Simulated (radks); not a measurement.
Results of a calculation; reference values are marked as such.
Isoelectronic series with 2 electrons, all held in the configuration [He], which need not be the ground one along the series. Code: a radial shooting solver on a logarithmic mesh with Libxc functionals. Model: scalar-relativistic Kohn-Sham, PBEsol, spin-polarised, spherical densities, point nucleus. Total energies (hartree) and orbital eigenvalues (eV):

| ion | E (hartree) | 1s |
|---|---|---|
| He | -2.85786 | -15.4991 |
| Be2+ | -13.53621 | -131.3918 |
| C4+ | -32.22077 | -356.1816 |
| O6+ | -58.92619 | -690.0561 |
| Ne8+ | -93.67045 | -1133.249 |
| Mg10+ | -136.47639 | -1686.057 |
| Si12+ | -187.37205 | -2348.848 |
| S14+ | -246.39087 | -3122.064 |
| Ar16+ | -313.57176 | -4006.218 |
| Ca18+ | -388.95929 | -5001.903 |
| Ti20+ | -472.60381 | -6109.787 |
| Cr22+ | -564.56165 | -7330.621 |
| Fe24+ | -664.89529 | -8665.240 |
| Ni26+ | -773.67360 | -10114.56 |
